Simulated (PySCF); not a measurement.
Two species compared at the same levels of theory.

First species: C8H10FP.
Z-matrix (Å and degrees, GFN2-xTB geometry), rows numbered from 1:
```
C 
C   1  1.5214
P   2  1.8642  1  114.66
C   3  1.8315  2   98.66  1   -52.31
C   4  1.3925  3  118.63  2   -72.10
C   5  1.3822  4  120.76  3  -178.72
C   6  1.3851  5  120.31  4     0.84
C   7  1.3826  6  118.37  5     0.20
F   8  1.3509  7  118.97  6   179.78
C   8  1.3816  7  122.28  6    -0.61
H   1  1.0886  2  110.85  3    61.63
H   1  1.0887  2  110.74  3   -58.64
H   1  1.0887  2  110.09  3  -178.39
H   2  1.0937  1  110.55  3  -121.42
H   2  1.0936  1  110.44  3   120.00
H   3  1.4006  2   95.32  1    43.38
H   5  1.0812  4  119.21  3     1.39
H   6  1.0797  5  120.05  4  -179.49
H   7  1.0782  6  121.72  5   179.88
H  10  1.0799  4  121.34  3    -1.80
```

Second species: C4H13NSi4.
SMILES: `C#C[Si]1(N(C)C)[SiH2][SiH2][SiH2]1`

Levels: PBE0/pcSseg-1 for dipole moment, HOMO energy, LUMO energy and HOMO–LUMO gap; GFN2-xTB for rotational constant A and rotational constant C. Geometries: GFN2-xTB. Each structure is a single optimised conformer of the isolated species, non-relativistic unless stated; the electronic structure was computed with PySCF and density fitting.

The conformers computed, where there is a choice (atom-mapped SMILES and torsion angles):
- `[CH3:1][CH2:2][PH:3][c:4]1[cH:5][cH:6][cH:7][c:8]([F:9])[cH:10]1`: C1–C2–P3–C4 -52°, C2–P3–C4–C5 -72°
- `[CH:1]#[C:2][Si:3]1([N:4]([CH3:5])[CH3:6])[SiH2:7][SiH2:8][SiH2:9]1`: C2–Si3–N4–C5 -37°

Values for the first species:

```
Dipole moment         : 1.84 D
HOMO energy           : -6.72 eV
LUMO energy           : -0.72 eV
HOMO–LUMO gap         : 6.00 eV
Rotational constant A : 1.987 GHz
Rotational constant C : 0.633 GHz
```

Q: Estimate the same properties for the second species, and the change in each.

A: 
| property | first | second | second less first |
| --- | --- | --- | --- |
| dipole moment | 1.84 D | 1.36 D | -0.48 D |
| HOMO energy | -6.72 eV | -6.17 eV | +0.55 eV |
| LUMO energy | -0.72 eV | -1.68 eV | -0.96 eV |
| HOMO–LUMO gap | 6.00 eV | 4.49 eV | -1.51 eV |
| rotational constant A | 1.987 GHz | 1.067 GHz | -0.920 GHz |
| rotational constant C | 0.633 GHz | 0.556 GHz | -0.077 GHz |

On the first: The dipole matches unit charges of opposite sign 0.38 Å apart (1 e·Å = 4.8032 D).

On the second: The dipole matches unit charges of opposite sign 0.28 Å apart (1 e·Å = 4.8032 D). A dipole of 1.36 D is allowed in C1, and pure rotational transitions are dipole-allowed.
